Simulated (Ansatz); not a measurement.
Start from `[SiH]Br` and change one element to get `[SiH]Cl`.

Ansatz, PBE0-D4/def2-TZVP geometries, multiplicity 1. 

Scalar relativity is left out up to krypton.

| property | `[SiH]Br` |
| --- | --- |
| HOMO energy (ωB97M-V/def2-TZVPP) / eV | -9.04 |
| LUMO energy (PBE/def2-TZVPP) / eV | -3.88 |
| zero-point energy (PBE0-D4/def2-TZVP) / kJ/mol | 19.3 |
| HOMO–LUMO gap (PBE0/def2-TZVPP) / eV | 3.89 |
| size of the dipole moment (ωB97M-V/def2-TZVPP) / D | 1.21 |
| HOMO energy (PBE/def2-TZVPP) / eV | -5.88 |

(1) What does the change do to each property? (Estimate.)

Answers

(1) The calculation gave: 
```
                                          property  `[SiH]Cl`  shift
             HOMO energy (ωB97M-V/def2-TZVPP) / eV      -9.06  -0.02
                 LUMO energy (PBE/def2-TZVPP) / eV      -3.80   0.08
    zero-point energy (PBE0-D4/def2-TZVP) / kJ/mol       20.1    0.8
              HOMO–LUMO gap (PBE0/def2-TZVPP) / eV       4.02   0.13
size of the dipole moment (ωB97M-V/def2-TZVPP) / D       1.09  -0.12
                 HOMO energy (PBE/def2-TZVPP) / eV      -5.89  -0.01
```

Dipoles are sizes alone; their direction can turn.

Spin–orbit coupling is left out; it splits and shifts lone-pair levels of the heavy atoms by tenths of an eV.
